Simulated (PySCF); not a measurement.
(E)-1-bromo-2-fluoroprop-1-ene (C3H4BrF), SMILES C/C(F)=C\Br.

Geometry: B3LYP-D3(BJ)/def2-SVP.

Computed with PBE/def2-TZVP run with PySCF.

Symmetry labels are those of the subgroup Cs that the program uses (full group Cs).

**Question.** List the valence orbital energies around the gap with their symmetry. (The exact figures need the calculation; the answer reports its results.)

**Answer.** 
```tsv
orbital	symmetry	energy (eV)
HOMO−7	A"	-11.72
HOMO−6	A'	-10.20
HOMO−5	A"	-10.02
HOMO−4	A'	-9.82
HOMO−3	A'	-9.06
HOMO−2	A"	-8.19
HOMO−1	A'	-7.11
HOMO	A"	-5.86
LUMO	A'	-1.06
LUMO+1	A"	-1.00
LUMO+2	A'	0.67
LUMO+3	A'	1.31
```
